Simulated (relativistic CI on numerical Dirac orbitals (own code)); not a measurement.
# Hyperfine structure of Pm32+, mass number 147

Method of calculation: Dirac-Coulomb-Breit CI, KLI orbitals optimised for each configuration, QED by a radiative potential, unscaled Slater integrals (own radial code, finite nucleus).

Configuration list (outside the closed core [Ar]): 3d¹⁰4s, 3d¹⁰4p, 3d¹⁰4d, 3d¹⁰4f, 3d¹⁰5s, 3d¹⁰5p, 3d¹⁰5d, 3d¹⁰5f, 3d¹⁰5g, 3d⁹4p², 3d¹⁰6s, 3d¹⁰6p, 3d¹⁰6d, 3d⁸4s4p², 3d⁹4s², 3d¹⁰6f. Levels of other configurations are missing.

Nuclear spin I = 7/2, μ = 2.58 μN, Q = 0.74 b (tables of Stone and Pyykkö). The electronic factors are computed for point nuclear moments, without core polarisation or the Bohr-Weisskopf and QED corrections.

```json
{"Level": "3d¹⁰4s ²S1/2", "E (10³ cm⁻¹)": "0.0", "A (GHz)": "476", "B (GHz)": ""}
{"Level": "3d¹⁰4p ²P°1/2", "E (10³ cm⁻¹)": "546.8", "A (GHz)": "145.6", "B (GHz)": ""}
{"Level": "3d¹⁰4p ²P°3/2", "E (10³ cm⁻¹)": "836.4", "A (GHz)": "20.32", "B (GHz)": "40.1"}
{"Level": "3d¹⁰4d ²D3/2", "E (10³ cm⁻¹)": "1710.4", "A (GHz)": "9.884", "B (GHz)": "6.56"}
{"Level": "3d¹⁰4d ²D5/2", "E (10³ cm⁻¹)": "1770.2", "A (GHz)": "4.036", "B (GHz)": "8.44"}
{"Level": "3d¹⁰4f ²F°5/2", "E (10³ cm⁻¹)": "2706.6", "A (GHz)": "1.908", "B (GHz)": "1.99"}
{"Level": "3d¹⁰4f ²F°7/2", "E (10³ cm⁻¹)": "2717.8", "A (GHz)": "1.048", "B (GHz)": "2.27"}
{"Level": "3d¹⁰5s ²S1/2", "E (10³ cm⁻¹)": "4310.1", "A (GHz)": "218.4", "B (GHz)": ""}
```

Levels with J = 0, under 50 % of one LS term, or S terms without an open s electron are left out. Small factors come from cancelling terms and can be off by tens of per cent or more.

At this charge energies of transitions that change n are usually good to better than 1 %, and those within a shell (Δn = 0) to a few per cent.

**Question.** Give the hyperfine levels of 3d¹⁰4s ²S1/2 relative to its centre of gravity.

**Answer.** With K = F(F + 1) − I(I + 1) − J(J + 1), E = AK/2: F = 3: -1071, F = 4: 832.9 GHz.

LS names give the leading component of a level, which can be under half, so a name can repeat, a term be missing and a line seem to break the LS rules.
